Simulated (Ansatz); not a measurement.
Energy profile

The step: Al₂NH₆O₄ ([NH3][Al]1([OH])[O][Al]([OH])[OH]1) → Al₂NH₆O₄ ([NH2][Al]1([OH])[OH][Al]([OH])[OH]1); bonds formed: O2–H7; dative contacts that become bonds: Al1–N8; bonds broken: H7–N8; bonds weakened to dative contacts: Al1–O2 (atoms numbered as in the saddle structure below).

```xyz
13
angstrom
Al -0.3817 0.9462 0.2389
O -0.3312 -0.5165 1.2819
Al -0.9768 -1.6871 0.0821
O 0.2809 -2.5379 -0.7386
O -1.1688 -0.0946 -0.9974
O -0.9355 2.5213 0.4982
H 0.8485 -0.2028 1.0519
N 1.4904 0.6983 0.3083
H 0.2824 -3.4921 -0.7814
H -1.3589 -0.0074 -1.9300
H -1.8374 2.7690 0.6850
H 1.9794 0.2395 -0.4488
H 2.1087 1.3642 0.7499
```

Electronic energies by CCSD(T) at an estimated basis limit (MP2 extrapolated from triple and quadruple zeta, plus CCSD(T) − MP2 in triple zeta), on PBE0-D4/def2-TZVP structures; Al2NH6O4, doublet; no counterpoise correction; spin–orbit coupling, which lowers free halogen atoms and radicals such as OH and SH, is left out. Ansatz 0.2.0; basis: def2-TZVPP and def2-QZVPP; cores frozen in the correlated methods; orbitals are unrestricted. Extrapolation: Hartree–Fock as exp(−7.88 √X), correlation as X^−2.97.

(1) Give the profile in eV, counted from the separated reactants. (An estimate is asked for; the value comes from the calculation.)

No T1 diagnostic of these runs exceeds 0.016. ⟨S²⟩ of the unrestricted Hartree–Fock references: 0.75 (a pure state has 0.75).

Answers

(1) The calculation gives:
```tsv
point	eV
separated: Al2H3O4 (linked as [OH][Al]12[O][Al]1([OH])[OH]2; Al1, O2, Al3, O4, O5, O6, H9, H10, H11; doublet) + NH3 (H7, N8, H12, H13; singlet)	0.000
start structure	-1.738
saddle	-0.737
end structure	-1.749
separated: AlNH3O (linked as [NH2][Al][OH]; Al1, O6, N8, H11, H12, H13; doublet) + AlH3O3 (linked as [OH][Al]([OH])[OH]; O2, Al3, O4, O5, H7, H9, H10; singlet)	0.657
```
The saddle lies below the separated reactants: the barrier is submerged.

For scale, one of the runs: CCSD(T)/def2-TZVPP, 323 basis functions, launched by `ansatz run in.yaml --threads 4 --pin off --events-out ev --progress --plain --max-ram 41984MiB --backend cuda --devices 0, --max-vram 37GiB`. Hardware: 4 CPU threads of an AMD EPYC 7R13 and a share of one NVIDIA H100, shared host. Wall time 21 s; peak host memory 0.87 GiB.
